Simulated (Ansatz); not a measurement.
Start from `C[SiH2][SiH2]C` and change one atom or group to get `C[SiH2][SiH2]F`.

Ansatz, PBE0-D4/def2-TZVP geometries, multiplicity 1. Each molecule was computed in one conformer, which needn't be the lowest.

```csv
property,`C[SiH2][SiH2]C`
size of the dipole moment (B3LYP/def2-TZVPP) / D,1.16
LUMO energy (PBE0/def2-TZVPP) / eV,0.19
size of the dipole moment (PBE/def2-TZVPP) / D,1.24
HOMO energy (PBE/def2-TZVPP) / eV,-6.58
HOMO–LUMO gap (ωB97M-V/def2-TZVPP) / eV,11.50
HOMO–LUMO gap (B3LYP/def2-TZVPP) / eV,7.50
```

(1) Give the same properties after the change, and the shifts. (Best estimate.)

Results:

(1) Computed: 
| property | `C[SiH2][SiH2]F` | shift |
| --- | --- | --- |
| size of the dipole moment (B3LYP/def2-TZVPP) / D | 1.49 | 0.33 |
| LUMO energy (PBE0/def2-TZVPP) / eV | -0.51 | -0.70 |
| size of the dipole moment (PBE/def2-TZVPP) / D | 1.45 | 0.21 |
| HOMO energy (PBE/def2-TZVPP) / eV | -6.86 | -0.28 |
| HOMO–LUMO gap (ωB97M-V/def2-TZVPP) / eV | 11.34 | -0.16 |
| HOMO–LUMO gap (B3LYP/def2-TZVPP) / eV | 7.16 | -0.34 |

With PBE0 the HOMO falls by 0.35 eV and the LUMO falls by 0.70 eV, so the gap narrows by about 0.35 eV. PBE moves the HOMO by -0.28 eV and ωB97M-V by -0.36 eV. Dipoles are sizes alone; their direction can turn.

Positive LUMOs are unbound, so they and the gaps depend on the basis.

B3LYP here is the variant with VWN-RPA as its local correlation; programs differ in this.
